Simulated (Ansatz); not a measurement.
Frontier orbitals of C2H6OZn (`CO[CH2][ZnH]`).

```xyz
10

C     0.883   -0.515    1.275
O    -0.086    0.281    0.654
C    -0.213   -0.001   -0.729
Zn   -1.601    1.191   -1.442
H     0.919   -0.239    2.330
H     0.636   -1.584    1.193
H     1.876   -0.358    0.830
H    -0.474   -1.061   -0.881
H     0.752    0.151   -1.240
H    -2.693    2.134   -1.990
```

Total charge 0; spin multiplicity 1. For Zn the d shell is correlated and the shells below it are frozen. Scalar relativity is left out up to krypton. All single points use the PBE0-D4/def2-TZVP geometry. It is one conformer, not always the lowest. Basis def2-TZVPP, Ansatz 0.2.0.

Orbital energies of one run (eV). Highest occupied ones, from the top: -7.06, -7.07, -8.78, -9.40, -10.55, -12.17, -12.67, -12.80, -13.80, -13.81, -13.82, -13.83, -14.07, -17.04. Empty: -0.73, -0.58, 0.16, 1.55, 2.36, 2.41.

Task: Which functional gave them?
A. LDA (SPW92)
B. r2SCAN
C. B3LYP
D. LC-ωPBE

Result: C. HOMO energies: B3LYP -7.06, r2SCAN -6.04, LDA (SPW92) -5.85, LC-ωPBE -9.98 eV.

B3LYP here is the variant with VWN-RPA as its local correlation; programs differ in this. LC-ωPBE has ω = 0.4 bohr⁻¹.
